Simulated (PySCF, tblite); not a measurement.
Isomers of C5H16Si3, one GFN2-xTB conformer each. Single-point energies are computed at PBE0/pcSseg-1 (PySCF, gas phase, no added dispersion term), electronic only.

**Question.** Rank them by PBE0/pcSseg-1 energy, lowest first (kJ/mol).
A. `[SiH3:1][C:2]([SiH3:3])([SiH3:4])[CH:5]1[CH2:6][CH2:7][CH2:8]1` with C2–C5–C6–C7 137°, C5–C6–C7–C8 -13°, C6–C7–C8–C5 13°, C2–C5–C8–C7 -137°
B. `[CH2:1]=[C:2]([CH3:3])[SiH2:4][CH2:5][SiH2:6][CH2:7][SiH3:8]` with C1–C2–Si4–C5 -111°, C2–Si4–C5–Si6 177°, Si4–C5–Si6–C7 -172°, C5–Si6–C7–Si8 -55°

**Answer.** B (0.0), A (94.2).

As drawn, the lower has a C=C bond outside aromatic rings, which the higher lacks; the higher has a four-membered ring, which the lower lacks. GFN2-xTB itself gives, in the same order: 83.5, 0.0. GFN2-xTB puts [SiH3]C([SiH3])([SiH3])C1CCC1 lowest instead.

**Question.** Which frontier levels, dipoles and rotational constants go with these structures?

**Answer.** 
```
                       SMILES  HOMO (eV, PBE0/pcSseg-1)  LUMO (eV)  dipole (D)       A, B, C (MHz)
   C=C(C)[SiH2]C[SiH2]C[SiH3]                     -7.46      -0.05        0.78  2152, 419.3, 376.6
[SiH3]C([SiH3])([SiH3])C1CCC1                     -8.00       0.28        0.99  1372, 904.5, 842.9
```

**Question.** What happens when harmonic zero-point energies from GFN2-xTB frequencies are added?

**Answer.** 
```tsv
SMILES	ZPE (kJ/mol)	electronic (kJ/mol)	with ZPE (kJ/mol)
C=C(C)[SiH2]C[SiH2]C[SiH3]	470.5	0.0	0.0
[SiH3]C([SiH3])([SiH3])C1CCC1	471.1	94.2	94.8
```

The zero-point energies span 0.6 kJ/mol. The order is unchanged.
